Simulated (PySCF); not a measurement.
C₈H₈O₂.
SMILES with atom numbers: `[O:1]=[CH:2][c:3]1[cH:4][cH:5][c:6]([CH2:7][OH:8])[cH:9][cH:10]1` (hydrogens: H11 on C2; H12 on C4; H13 on C5; H14, H15 on C7; H16 on O8; H17 on C9; H18 on C10)

Cartesian coordinates in Å at the PBE0-D3(BJ)/def2-SVP level; atoms count from 1:
```
atom  x, y, z in Å
O1     3.1915   -2.4529    0.5218
C2     2.6551   -1.5121    1.0513
C3     1.4588   -0.8226    0.5254
C4     0.8698   -1.2524   -0.6712
C5    -0.2563   -0.6077   -1.1607
C6    -0.8116    0.4801   -0.4710
C7    -2.0160    1.2033   -1.0228
O8    -2.7533    1.9015   -0.0629
C9    -0.2213    0.9069    0.7225
C10    0.9057    0.2581    1.2175
H11    3.0496   -1.0880    2.0112
H12    1.3162   -2.1031   -1.1915
H13   -0.7213   -0.9516   -2.0894
H14   -2.6397    0.4869   -1.5934
H15   -1.6724    1.9561   -1.7534
H16   -3.0871    1.2631    0.5772
H17   -0.6612    1.7539    1.2531
H18    1.3678    0.5927    2.1514
```

Linear response at CAM-B3LYP/def2-SVPD (PySCF, frozen core in the response, non-relativistic). Isolated species at its PBE0-D3(BJ)/def2-SVP geometry (one conformer only).

Static isotropic polarisability: 102.72 au (15.22 Å³), principal values 61.7, 102.8, 143.7 au.

(1) What is the polarisability at 1064 nm and at the sodium D line?

(2) What is the isotropic C6 coefficient between two such molecules, C6 = (3/π)∫α(iω)² dω?

(3) Which effective excitation energy ω̄ makes London's formula C6 = (3/4)α²ω̄ exact here?

(4) The lowest 6 singlets have (eV, f): 3.91, 0.000; 4.99, 0.012; 5.23, 0.337; 6.36, 0.224; 6.58, 0.010; 6.59, 0.001. What share of the static polarisability do they carry in the sum over states α = Σ f/ω²?

(5) How many electrons N does the Slater–Kirkwood formula C6 = (3/4)·√N·α^(3/2) need to give this C6?

(6) What three-body coefficient follows from the one-pole estimate C9 = (3/4)·α·C6?

## Answers

(1) 104.16 au at 1064 nm (+1.4 %), 107.81 au at 589.3 nm (+5.0 %). The rise at 589.3 nm is 3.52 times that at 1064 nm; a pure ω² law gives 3.26. The lowest singlet lies at 317 nm, shorter than both wavelengths.

(2) 3949 au (Eh·bohr⁶) by a ten-point quadrature over imaginary frequencies, which is 2360 eV·Å⁶ or 228 J·nm⁶/mol.

(3) ω̄ = 4·C6/(3α²) = 0.499 Eh = 13.6 eV. A one-pole form α(ω) = α/(1 − ω²/ω̄²) fitted to the 1064 nm value gives 9.9 eV.

(4) 13.79 au, 13.4 % of α; the largest term, 9.13 au, is that of the state at 5.23 eV. Their oscillator strengths add up to 0.58. Higher states carry the rest.

(5) N = (4·C6/3)²/α³ = 25.6; the species has 72 electrons in all.

(6) 304000 au. This is an estimate from the two numbers above, not a computed integral.
